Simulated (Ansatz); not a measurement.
Basis-set extrapolation for C₂H₆ClNSi, SMILES `C=N[SiH](C)Cl` (PBE0-D4/def2-TZVP geometry, frozen core, Ansatz). Multiplicity 1, RHF reference.

```json
{"": "HF", "def2-TZVPP": "-882.259632", "def2-QZVPP": "-882.287824"}
{"": "MP2 correlation", "def2-TZVPP": "-0.843980", "def2-QZVPP": "-0.908802"}
{"": "CCSD(T) correlation", "def2-TZVPP": "-0.933868", "def2-QZVPP": "not run"}
```

Energies in hartree. Use E(X) = E(∞) + A·exp(−7.88·√X) for Hartree–Fock and E(X) = E(∞) + B·X^(−2.97) for correlation, with X = 3 and 4, and add CCSD(T) minus MP2 of the smaller set to the MP2 limit.

Problem. What is the CCSD(T) energy at the basis-set limit?

Solution. HF limit: -882.287824 + (-0.028192) × 0.13774 = -882.29171. MP2 limit: -0.908802 + (-0.064822) × 0.74074 = -0.95682. Higher-order term: -0.933868 − (-0.843980) = -0.08989. Total: -883.33842 hartree, 380.5 kJ/mol below CCSD(T)/def2-TZVPP.
